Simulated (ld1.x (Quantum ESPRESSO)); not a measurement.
## Before and after: ultrasoft potential for gallium

| Item | Value |
| --- | --- |
| Element | Ga (Z = 31) |
| Generator | ld1.x (Quantum ESPRESSO) 7.5 |
| Type | ultrasoft |
| Functional | LDA (PZ) |
| Relativity | fully relativistic |
| Frozen core | [Ar] |
| Valence charge | 13 |
| Reference configuration | 3d10 4s2 4p1 |
| Partial waves | 4s (bound): rcut 1.40, rcutus 1.55 bohr; 4s channel at -0.05 Ry: rcut 1.40, rcutus 1.55 bohr; 4p (bound): rcut 2.00, rcutus 2.70 bohr; 4p channel at 1.8 Ry: rcut 2.00, rcutus 2.70 bohr; 3d (bound): rcut 1.15, rcutus 1.25 bohr; 3d channel at 2.15 Ry: rcut 1.15, rcutus 1.25 bohr |
| Local potential | all-electron potential smoothed inside 0.95 bohr (lloc = -1) |
| Core correction | none |
| Augmentation charge | PSQ, inside the norm-conserving radii |

Open shells are filled in proportion to 2j + 1 (rel_dist='average').

All-electron outer shells of the reference configuration (LDA (PZ), scalar-relativistic, ld1.x):

| shell | level (eV) | outermost node (bohr) | outermost maximum (bohr) |
| --- | --- | --- | --- |
| 3s | -147.43 | 0.27 | 0.56 |
| 3p | -98.65 | 0.24 | 0.56 |
| 3d | -19.40 | – | 0.53 |
| 4s | -9.17 | 0.81 | 1.87 |
| 4p | -2.74 | 0.87 | 2.53 |

Change: waves 4s (bound): rcut 1.40, rcutus 1.78 bohr; 4s channel at -0.05 Ry: rcut 1.40, rcutus 1.78 bohr.

Cutoffs: the cutoffs (Ry, on a coarse ladder) from which the occupation-weighted sum of valence levels, in a spherical-Bessel basis at the reference potential, stays within 10 and 1 mRy of its value at 400 Ry; they do not see the model core or the augmentation charge, which bear on the density cutoff. Errors are all-electron minus pseudo energies relative to the spin-unpolarised reference configuration.

Problem. Predict the effect on cutoff, ghosts and configuration errors.

Solution. The potential gets neither clearly harder nor softer (80 Ry and 160 Ry → 80 Ry and 160 Ry); both files keep a bound ghost (s); of the 7 tests that both files solve, the error grows in 0 and shrinks in 2 by more than 15 % and 0.3 meV (median size 5.6 → 4.5 meV).

| quantity | base | changed |
| --- | --- | --- |
| cutoff, loose | 80 Ry | 80 Ry |
| cutoff, tight | 160 Ry | 160 Ry |
| loose cutoff by channel (10 mRy a level) | s 15 Ry, p 6 Ry, d 60 Ry | s 6 Ry, p 6 Ry, d 60 Ry |
| bound ghosts | s | s |
| error for 3d10 4s2 4p0, meV [ΔE 5.89 eV] | -2.8 | -2.6 |
| error for 3d10 4s1 4p0, meV [ΔE 27.39 eV] | +5.6 | +3.7 |
| error for 3d10 4s0 4p0, meV [ΔE 58.99 eV] | +56 | +47 |
| error for 3d9 4s0 4p0, meV [ΔE 123.21 eV] | -598 | -545 |
| error for 3d9 4s2 4p2, meV [ΔE 20.40 eV] | -850 | -830 |
| error for 3d10 4s1 4p1, meV [ΔE 13.34 eV] | +5.1 | +4.5 |
| error for 3d10 4s2 4p1.3, meV [ΔE -0.58 eV] | 0.0 | 0.0 |
| s: phases at 2.96 bohr within 0.05 rad from the reference energy up to (Ry; the scan ends near 5) | to the end of the scan | to the end of the scan |
| p1/2: phases at 2.96 bohr within 0.05 rad from the reference energy up to (Ry; the scan ends near 5) | 3.1 | 3.1 |
| p3/2: phases at 2.96 bohr within 0.05 rad from the reference energy up to (Ry; the scan ends near 5) | 3.0 | 3.0 |
| d3/2: phases at 2.96 bohr within 0.05 rad from the reference energy up to (Ry; the scan ends near 5) | to the end of the scan | to the end of the scan |
| d5/2: phases at 2.96 bohr within 0.05 rad from the reference energy up to (Ry; the scan ends near 5) | to the end of the scan | to the end of the scan |
| lowest overlap eigenvalue by channel | s 0.58, p1/2 0.14, p3/2 0.19, d3/2 0.22, d5/2 0.23 | s 0.30, p1/2 0.14, p3/2 0.19, d3/2 0.22, d5/2 0.23 |

 A true bound ghost makes a file unfit for plane-wave use even where its test errors are small: the radial tests pick states by their node count and pass the ghost by.
